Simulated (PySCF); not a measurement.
CH7FN2SSi.
SMILES with atom numbers: `[CH3:1][S:2][Si:3]([NH2:4])([NH2:5])[F:6]` (hydrogens: H7, H8, H9 on C1; H10, H11 on N4; H12, H13 on N5)

Geometry (PBE0-D3(BJ)/def2-SVP, Å), atoms numbered from 1 in this order:
```xyz
13
CH7FN2SSi angstrom
C      2.1943   -0.8275   -0.0152
S      0.5173   -1.4626   -0.3578
Si    -0.6698    0.1663    0.3444
N     -2.2457   -0.2548    0.8337
N     -0.7694    1.3601   -0.8665
F      0.0924    0.6887    1.6911
H      2.4866   -0.0504   -0.7351
H      2.2523   -0.4265    1.0047
H      2.8822   -1.6774   -0.1128
H     -2.9863   -0.3293    0.1479
H     -2.4122   -0.8321    1.6488
H     -0.1267    1.3674   -1.6474
H     -1.2128    2.2571   -0.7078
```

Jobs on this species (13 atoms, 66 electrons) with PySCF (density fitting). Hardware of each: one thread, Arm Neoverse N1 (aarch64), no GPU, shared host. Other jobs ran on the host; a repeat could differ by tens of per cent or more. Peak memory is the resident size of the whole Python process, interpreter and libraries included.

Question: Rank these jobs by wall time, shortest first.
A. PBE0/IGLO-III; shieldings, charges and field gradients; 298 basis functions
B. PBE0/6-31G*; 10 singlets by full TDDFT, 4 Tamm–Dancoff triplets, polarisability; 106 basis functions
C. BHandHLYP/def2-SVPD; 10 singlets by full TDDFT, 4 Tamm–Dancoff triplets, polarisability, ΔSCF ions; 190 basis functions
D. B3LYP/def2-SVPD; 10 singlets by full TDDFT, 4 Tamm–Dancoff triplets, polarisability, ΔSCF ions; 190 basis functions

Answer: B (19 s), A (64 s), C (2.4 min), D (4.1 min).

All jobs:

```json
{"level and settings": "PBE0/def2-SVP", "work": "shieldings, charges and field gradients", "basis functions": "127", "SCF cycles": "13", "wall time": "18 s", "peak memory": "0.65 GiB"}
{"level and settings": "PBE0/6-31G*", "work": "10 singlets by full TDDFT, 4 Tamm–Dancoff triplets, polarisability", "basis functions": "106", "SCF cycles": "13", "wall time": "19 s", "peak memory": "0.60 GiB"}
{"level and settings": "PBE0/def2-SVP", "work": "10 singlets by full TDDFT, 4 Tamm–Dancoff triplets, polarisability", "basis functions": "127", "SCF cycles": "13", "wall time": "23 s", "peak memory": "0.64 GiB"}
{"level and settings": "PBE0/def2-TZVP", "work": "shieldings, charges and field gradients", "basis functions": "240", "SCF cycles": "13", "wall time": "49 s", "peak memory": "0.97 GiB"}
{"level and settings": "PBE0/IGLO-III", "work": "shieldings, charges and field gradients", "basis functions": "298", "SCF cycles": "14", "wall time": "64 s", "peak memory": "1.1 GiB"}
{"level and settings": "BHandHLYP/def2-SVPD", "work": "10 singlets by full TDDFT, 4 Tamm–Dancoff triplets, polarisability, ΔSCF ions", "basis functions": "190", "SCF cycles": "12", "wall time": "2.4 min", "peak memory": "0.84 GiB"}
{"level and settings": "wB97X-D/def2-SVPD", "work": "10 singlets by full TDDFT, 4 Tamm–Dancoff triplets, polarisability, ΔSCF ions", "basis functions": "190", "SCF cycles": "14", "wall time": "2.6 min", "peak memory": "0.92 GiB"}
{"level and settings": "B3LYP/def2-SVPD", "work": "10 singlets by full TDDFT, 4 Tamm–Dancoff triplets, polarisability, ΔSCF ions", "basis functions": "190", "SCF cycles": "13", "wall time": "4.1 min", "peak memory": "0.85 GiB"}
{"level and settings": "PBE0-D3(BJ)/def2-SVP, grid level 1", "work": "geometry optimisation from a GFN2-xTB start shaken at random", "basis functions": "127", "SCF cycles": "177", "wall time": "4.6 min", "peak memory": "0.53 GiB"}
```

Q: What do all jobs in the table cost together?

A: About 17 min; the longest takes about 28 % of that, and about 15 times as long as the shortest.
